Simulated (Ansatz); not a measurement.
```yaml
crystal:
  periodic: [false, false, false]
  atoms:
    - {symbol: N, position_ang: [0.545238, 1.082830, 1.019774]}
    - {symbol: Al, position_ang: [-0.114507, -0.352049, 0.191552]}
    - {symbol: O, position_ang: [-0.685956, -1.729393, 0.886959]}
    - {symbol: C, position_ang: [-0.144417, -0.152214, -1.830106]}
    - {symbol: O, position_ang: [0.271734, 0.897850, -2.292148]}
    - {symbol: H, position_ang: [0.851864, 1.815685, 0.523888]}
    - {symbol: H, position_ang: [0.643344, 1.215833, 2.062990]}
    - {symbol: H, position_ang: [-0.725096, -1.948096, 1.889662]}
    - {symbol: H, position_ang: [-0.523845, -0.921295, -2.509619]}
basis:
  gaussian: {orbitals: def2-SVPD}
hamiltonian: {xc: {name: wB97X-D}, pseudopotentials: {relativity: scalar}}
correlation: {electrons: all}
```

```sh
$ ansatz run in.yaml --threads 2 --pin off --events-out ev --progress --plain --max-ram 4352MiB
```

(1) How does Ansatz answer? (Estimate.)

Results:

(1) Computed: The program refused the input.
```
Error: YAML parse error: error: line 15 column 19: hamiltonian.xc: no functional is named "wB97X-D"; the names, which are not case-sensitive, are SVWN5, SPW92, PBE, PBE0, PBEsol, revPBE, revPBE0, RPBE, rPW86-PBE, HSE06, wPBEh, LC-wPBE, HISS, HF, BLYP, B3LYP, B3LYP5, BHLYP, CAM-B3LYP, r2SCAN, r2SCANh, r2SCAN0, r2SCAN50, m-r2SCAN, B97, wB97, wB97X, wB97X-V, B97M-V, wB97M-V, B2PLYP, B2GP-PLYP, PBE0-DH, PBE-QIDH
13 | basis:
14 |   gaussian: {orbitals: def2-SVPD}
15 | hamiltonian: {xc: {name: wB97X-D}, pseudopotentials: {relativity: scalar}}
16 | correlation: {electrons: all}
```

HSE06 is defined as in plane-wave codes.
